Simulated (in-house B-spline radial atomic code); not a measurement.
Se²⁴⁺. Computed with a B-spline radial atomic code. Model: all-electron spherical atom, spin shells full or empty, radial basis limit, no spin-orbit coupling: exact exchange with a local potential (Slater, KLI or optimised effective potential, whose far tail is KLI's), no correlation.

Exchange potential has not reached -1/r at the last radius.

The run also made RPA and GW results, which its time includes.

The Slater potential averages the orbital exchange potentials with the orbital densities as weights, KLI adds orbital constants, and the optimised effective potential minimises the exact-exchange energy among local potentials. So their energies lie above Hartree-Fock in the order OEP, KLI, Slater. All fall off as −1/r, unlike LDA and GGA exchange.

Command:
```bash
python run_gw.py task.json out
```
Settings (lengths in bohr, energies in hartree):
```
Z                      34
electrons              10
configuration          [He] 2s2 2p6
hamiltonian            nr
method                 oep
lmax                   9
spin_polarised         False
box_radius             3.58
intervals              63
```

Cost of the run: 0.7 s on 1 thread of Intel(R) Xeon(R) Platinum 8488C (Sapphire Rapids), on a shared host.

Given: hamiltonian non-relativistic; mean-field start exchange-only OEP.

Computed: energy above Hartree-Fock 1.9684 millihartree; virial ratio -E/T less 1 -1e-06.

```
radius (bohr)  r times exchange potential (hartree bohr)
      0.00147                                  -0.043348
      0.00174                                  -0.051275
      0.00205                                  -0.060358
      0.00242                                  -0.071164
      0.00285                                  -0.083666
      0.00337                                          ?
      0.00398                                   -0.11618
      0.00469                                          ?
      0.00554                                   -0.16005
      0.00654                                   -0.18742
      0.00772                                   -0.21887
      0.00911                                   -0.25461
       0.0108                                   -0.29602
       0.0127                                   -0.33977
        0.015                                    -0.3886
       0.0177                                   -0.44005
       0.0209                                   -0.49291
       0.0246                                   -0.54336
       0.0291                                   -0.59008
       0.0343                                   -0.62553
       0.0405                                   -0.64469
       0.0478                                   -0.64229
       0.0564                                   -0.62631
       0.0666                                   -0.63405
       0.0786                                   -0.71374
       0.0928                                    -0.8576
         0.11                                    -1.0167
        0.129                                    -1.1487
        0.153                                    -1.2632
         0.18                                    -1.3388
        0.213                                    -1.3751
        0.251                                    -1.3688
        0.296                                    -1.3297
         0.35                                    -1.2717
        0.413                                    -1.2099
        0.487                                    -1.1531
        0.575                                    -1.0969
```

(1) What belongs in the row 0.00337?

(2) What belongs in the row 0.00469?

```json
{"occupied": "1s", "level (hartree)": "-495.78", "Hartree-Fock level (hartree)": "-502"}
{"occupied": "2s", "level (hartree)": "-98.808", "Hartree-Fock level (hartree)": "-99.314"}
{"occupied": "2p", "level (hartree)": "-93.355", "Hartree-Fock level (hartree)": "-93.355"}
```

| empty | level (hartree) |
| --- | --- |
| 3s | -40.11 |
| 3p | -38.398 |
| 3d | -36.198 |
| 4s | ? |
| 4p | -20.914 |
| 4d | -20.069 |
| 4f | -19.7 |

(3) What belongs in the row 4s?

Results:

(1) r times exchange potential (hartree bohr): -0.098693.

(2) r times exchange potential (hartree bohr): -0.13631.

(3) level (hartree): -21.621.

The highest level, 2p, differs from Hartree-Fock by -0.018 eV and the deepest, 1s, by +169 eV: a local potential can match the highest level but can't give each shell its own exchange.
